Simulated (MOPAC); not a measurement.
Input for MOPAC: PM7 on BP, 2S+1 = 3, a spin state set in the input, which need not be the lowest, a point of a bond scan (R = 1.840 Å).

```
PM7 1SCF PRECISE CHARGE=0 UHF MS=1 THREADS=1
BP

B      0.00000000 1     0.00000000 1     0.00000000 1
P      0.00000000 1     0.00000000 1     1.84045900 1
```

The log:

```
*******************************************************************************
 **                                                                           **
 **                              MOPAC v23.2.5                                **
 **                                                                           **
 *******************************************************************************
 ** MOPAC's Digital Object Identifier: https://doi.org/10.5281/zenodo.6511958 **
 **                                                                           **
 ** Please cite the open-source release paper for use of this MOPAC version:  **
 ** J. E. Moussa and J. J. P. Stewart (2026)                                  **
 ** MOPAC: An open-source semiempirical molecular orbital program             **
 ** J. Open Source Softw., 11(119), 8025, https://doi.org/10.21105/joss.08025 **
 *******************************************************************************

                              PM7 CALCULATION RESULTS

 *******************************************************************************
 *  PM7        - The PM7 Hamiltonian to be used
 *  UHF        - UNRESTRICTED HARTREE-FOCK CALCULATION
 *
 *
 *
 *                 CHARGE ON SYSTEM = 0
 *
 *
 *
 *  MS=        - IN MECI, MAGNETIC COMPONENT OF SPIN =  1.0
 *  PRECISE    - TIGHTER CRITERIA TO BE USED
 *  1SCF       - DO 1 SCF AND THEN STOP
 *  THREADS=1  - MULTI-THREADING NOT USED
 *  T=         - A TIME OF 172800.0 SECONDS REQUESTED
 *  DUMP=N     - RESTART FILE WRITTEN EVERY 7200.0 SECONDS REQUESTED
 *******************************************************************************
PM7 1SCF PRECISE CHARGE=0 UHF MS=1 THREADS=1
 BP

   ATOM   CHEMICAL          X               Y               Z
  NUMBER   SYMBOL      (ANGSTROMS)     (ANGSTROMS)     (ANGSTROMS)

     1       B          0.00000000  *   0.00000000  *   0.00000000  *
     2       P          0.00000000  *   0.00000000  *   1.84045900  *



          CARTESIAN COORDINATES

    NO.       ATOM           X           Y           Z

     1         B          0.0000      0.0000      0.0000
     2         P          0.0000      0.0000      1.8405

 General Reference for PM7:
 "Optimization of Parameters for Semiempirical Methods VI: More Modifications to the
 NDDO Approximations and Re-optimization of Parameters", J. J. P. Stewart, J. Mol. Mod., 1:32, 19 (2013)
 https://link.springer.com/article/10.1007/s00894-012-1667-x

           Empirical Formula: B P  =     2 atoms



      MOLECULAR POINT GROUP   :   C*v


          UHF CALCULATION, NO. OF ALPHA ELECTRONS =    5
                           NO. OF BETA  ELECTRONS =    3

 -------------------------------------------------------------------------------
 PM7 1SCF PRECISE CHARGE=0 UHF MS=1 THREADS=1
 BP



     1SCF WAS SPECIFIED, SO BFGS WAS NOT USED
     SCF FIELD WAS ACHIEVED


                              PM7 CALCULATION
                                                       MOPAC v23.2.5 Linux




          FINAL HEAT OF FORMATION =        169.54801 KCAL/MOL =     709.38887 KJ/MOL


          COSMO AREA              =         77.94 SQUARE ANGSTROMS
          COSMO VOLUME            =         61.38 CUBIC ANGSTROMS

          IONIZATION POTENTIAL    =          8.653915 EV
          ALPHA SOMO LUMO (EV)    =         -8.654 -2.843
          BETA  SOMO LUMO (EV)    =        -11.701 -5.776
          NO. OF ALPHA ELECTRONS  =          5
          NO. OF BETA  ELECTRONS  =          3
          MOLECULAR WEIGHT        =         41.7838         POINT GROUP:  C*v

          MOLECULAR DIMENSIONS (Angstroms)

            Atom       Atom       Distance
            P     2    B     1     1.84046
            P     2    B     1     0.00000
            B     1    P     2     0.00000


          SCF CALCULATIONS        =          1





   ATOM   CHEMICAL          X               Y               Z
  NUMBER   SYMBOL      (ANGSTROMS)     (ANGSTROMS)     (ANGSTROMS)

     1       B          0.00000000  *   0.00000000  *   0.00000000  *
     2       P          0.00000000  *   0.00000000  *   1.84045900  *

                             CARTESIAN COORDINATES

   1    B        0.000000000     0.000000000     0.000000000
   2    P        0.000000000     0.000000000     1.840459000


           Empirical Formula: B P  =     2 atoms



      MOLECULAR POINT GROUP   :   C*v


          ALPHA EIGENVALUES
 -46.29490 -13.29624 -12.60621 -11.49302  -8.65391  -2.84338  -1.89685   2.01506
 104.31990 104.33205 104.72470 104.83081 105.23153


           BETA EIGENVALUES
 -43.59419 -12.10340 -11.70121  -5.77650  -2.90887  -1.87806  -1.75883   2.62557
 104.32338 104.33510 104.79513 104.89738 105.20805


              NET ATOMIC CHARGES AND DIPOLE CONTRIBUTIONS

  ATOM NO.   TYPE          CHARGE      No. of ELECS.   s-Pop       p-Pop       d-Pop
    1          B           0.241048        2.7590     0.47260     2.28635
    2          P          -0.241048        5.2410     1.91659     3.31025     0.01421
 DIPOLE           X         Y         Z       TOTAL
 POINT-CHG.     0.000     0.000    -2.131     2.131
 HYBRID        -0.000    -0.000    -2.009     2.009
 SUM           -0.000    -0.000    -4.140     4.140


          ATOMIC ORBITAL ELECTRON POPULATIONS

     Atom    s        px        py        pz      x^2-y^2     xz        z^2       yz        xy
    1  B   0.47260   1.83239   0.16742   0.28654
    2  P   1.91659   1.15910   0.83174   1.31941   0.00000   0.00850   0.00486   0.00084   0.00000


                    (SZ)    =    1.000000
                    (S**2)  =    2.006234


          ATOMIC ORBITAL SPIN POPULATIONS

    Atom   Total    s     px     py     pz   x^2-y^2  xz     z^2    yz     xy
         Atomic
    1  B  0.2543 -0.035  0.158  0.167 -0.037
    2  P  1.7457  0.001  0.841  0.832  0.071 -0.000  0.001 -0.000  0.001 -0.000

 **********************
 *                    *
 * JOB ENDED NORMALLY *
 *                    *
 **********************




 == MOPAC DONE ==
```

The run finished.

Cost: about 0.020 core-seconds (a rough figure).
